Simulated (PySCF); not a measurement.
# S (sulfur, neutral) across methods

[Ne] 3s1 3p4 4s1, high-spin 5P determinant (an excited configuration). Calculation: PySCF 2.14, in dyall-av3z (19s12p3d2f, 84 functions); scalar relativity by spin-free X2C-1e.

| method | E (hartree) | mean ε 3p α (eV) | mean ε 3p β (eV) | mean ε 4s α (eV) | Σ⟨r²⟩ (bohr²) | ⟨S²⟩ |
| --- | --- | --- | --- | --- | --- | --- |
| B97-3 | -398.5231 | -14.364 | -11.014 | -2.341 | 49.06 | 6.005 |
| LDA | -397.1983 | -12.821 | -9.926 | -2.071 | 48.39 | 6.002 |
| B3LYP | -398.6079 | -13.949 | -10.929 | -2.264 | 48.68 | 6.003 |
| UHF | -397.99600 | -18.658 | -12.528 | -3.395 | 49.72 | 6.010 |
| r2SCAN0 | -398.5657 | -14.907 | -11.031 | -2.433 | 49.19 | 6.007 |
| r2SCAN | -398.5741 | -13.512 | -10.109 | -2.005 | 49.32 | 6.006 |
| PBE0 | -398.4524 | -14.450 | -10.974 | -2.421 | 48.92 | 6.003 |
| wB97X-V | -398.5078 | -16.774 | -13.371 | -3.528 | 48.99 | 6.003 |

**Question.** Estimate the same row for PBE.

**Answer.** E (hartree) = -398.4284; mean ε 3p α (eV) = -12.832; mean ε 3p β (eV) = -9.970; mean ε 4s α (eV) = -1.975; Σ⟨r²⟩ (bohr²) = 48.74; ⟨S²⟩ = 6.003.

The outer electron is Rydberg-like, and this basis confines it to a smaller radius and binds it less than a complete one would.
